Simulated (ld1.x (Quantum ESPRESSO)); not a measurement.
# Reading a pseudo-wave (C)

Columns: radius, all-electron u(r) and pseudo u(r) of the 2p shell (level -10.79 eV) of carbon in the configuration [He] 2s2 2p1.5; PW91, non-relativistic, PAW scheme, ld1.x (Quantum ESPRESSO) 7.5.

| r (bohr) | all-electron | pseudo |
| --- | --- | --- |
| 0.080 | 0.0347 | 0.0111 |
| 0.160 | 0.1115 | 0.0437 |
| 0.240 | 0.2043 | 0.0954 |
| 0.320 | 0.2991 | 0.1626 |
| 0.400 | 0.3882 | 0.2410 |
| 0.480 | 0.4680 | 0.3253 |
| 0.560 | 0.5369 | 0.4105 |
| 0.640 | 0.5950 | 0.4917 |
| 0.720 | 0.6429 | 0.5648 |
| 0.800 | 0.6809 | 0.6269 |
| 0.880 | 0.7096 | 0.6761 |
| 0.960 | 0.7296 | 0.7117 |
| 1.040 | 0.7418 | 0.7345 |
| 1.120 | 0.7473 | 0.7458 |
| 1.200 | 0.7469 | 0.7477 |
| 1.280 | 0.7416 | 0.7426 |
| 1.360 | 0.7321 | 0.7326 |
| 1.440 | 0.7192 | 0.7192 |
| 1.520 | 0.7035 | 0.7035 |
| 1.600 | 0.6857 | 0.6857 |
| 1.680 | 0.6660 | 0.6660 |
| 1.760 | 0.6451 | 0.6451 |
| 1.840 | 0.6233 | 0.6233 |
| 1.920 | 0.6007 | 0.6007 |
| 2.000 | 0.5778 | 0.5778 |
| 2.080 | 0.5548 | 0.5548 |

Task: How many radial nodes do the two functions have?

Result: The all-electron 2p function has n − l − 1 = 0; the pseudo-wave has 0.

Task: At about which radius was the pseudo-wave matched?

Result: 1.50 bohr, where the columns begin to agree (steps of 0.08 bohr).

Task: Is the pseudo-wave norm-conserving?

Result: No, it belongs to a PAW set: the norm inside the radius is not constrained, and the difference is carried by the augmentation charge.
